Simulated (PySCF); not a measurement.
# Dipole moment and polarisability of `CC(C)(C)[O][GeH3]`

Compound: C₄H₁₂GeO.
Cartesian coordinates in Å at the PBE0-D3(BJ)/def2-SVP level; atoms count from 1:
```xyz
18
C4H12GeO angstrom
C     -0.565   -0.798   -1.177
C     -0.428    0.190   -0.020
C     -0.655   -0.515    1.316
C     -1.419    1.336   -0.187
O      0.852    0.808   -0.040
Ge     2.432   -0.013    0.040
H     -1.580   -1.222   -1.216
H     -0.360   -0.295   -2.134
H      0.140   -1.638   -1.073
H     -0.516    0.193    2.146
H      0.052   -1.348    1.454
H     -1.673   -0.928    1.377
H     -2.457    0.970   -0.179
H     -1.293    2.063    0.628
H     -1.234    1.856   -1.138
H      2.641   -0.929   -1.183
H      3.430    1.152    0.028
H      2.564   -0.840    1.336
```

Level: wB97X-D/def2-SVPD (PySCF), static field, nuclei fixed, core orbitals frozen in the response. The polarisability tensor in these axes (au):

```
x   93.17 -1.43  0.32
y   -1.43 79.40  0.08
z    0.32  0.08 80.48
```

Problem. What are the eigenvalues, a third of the trace, and Δα (Δα² = ½Σ(αi − αj)² over the three pairs)?

Solution. Principal values 79.24, 80.48 and 93.33 au; mean 84.35 au = 12.50 Å³ = 13.91 × 10⁻⁴⁰ C²·m²/J; Δα = 13.51 au (16 % of the mean).

Problem. What is the dipole moment, and where does it point?

Solution. (-0.23, -1.11, 0.06) D, 1.14 D in size, pointing from the negative to the positive side. Measured along this direction, the outermost atoms are H17 and H14 at the negative end and H9 and H7 at the positive end.

Problem. Sum over states: ᾱ = Σ f/ω², ω in Eh. What share falls to these 10 lowest TDDFT singlets (eV, f)? 6.90, 0.0092; 7.47, 0.0094; 7.61, 0.0699; 8.04, 0.0045; 8.09, 0.0120; 8.52, 0.0085; 8.60, 0.0486; 8.78, 0.0251; 8.85, 0.0797; 8.91, 0.0351.

Solution. They add up to 3.24 au, 3.8 % of the 84.35 au; the largest single term is 0.90 au, from the state at 7.61 eV. Terms in order: 0.14, 0.13, 0.90, 0.05, 0.14, 0.09, 0.49, 0.24, 0.75, 0.33 au. Higher excitations give the rest. The strengths listed sum to 0.302.

Problem. Find the Langevin capture rate constant for NO+ (29.998 u) meeting this molecule (150.010 u), k = 2.342 × 10⁻⁹ cm³/s × √(α in Å³ / reduced mass in u).

Solution. The reduced mass is 25.00 u, so k = 1.66 × 10⁻⁹ cm³/s. The formula leaves out the permanent dipole, which adds to the capture rate.

Problem. What are the principal values of the traceless quadrupole moment, Θ = ½Σq(3rr − r²1), about the centre of nuclear charge?

Solution. -2.99, -0.89, 3.88 D·Å. The values depend on the origin, since the dipole doesn't vanish. The electronic extent ⟨r²⟩ about the same centre is 1097 bohr², a root-mean-square distance of 2.01 Å for the 76 electrons.

Problem. Along which axes do the principal values lie, and how far do the nuclei extend along each?

Solution. Largest value along (0.99, -0.10, 0.02), where the nuclei span 5.84 Å; middle along (-0.01, 0.09, 1.00), 4.31 Å; least along (0.10, 0.99, -0.09), 3.36 Å. The response follows the extents in order.

Problem. Orientational against electronic polarisability at 400 K (dilute gas, rigid molecules)?

Solution. In Gaussian units μ²/3kT = 7.82 Å³ against 12.50 Å³, a ratio of 0.63; the Debye molar polarisation (4π/3)N_A(α + μ²/3kT) is 51.3 cm³/mol, leaving out the vibrational part.

Geometry: PBE0-D3(BJ)/def2-SVP; no solvent, vibrations or thermal averaging. The calculation is non-relativistic, for germanium too.

Note: wB97X-D ran without an empirical dispersion term, which enters the total energy and its gradient alone.
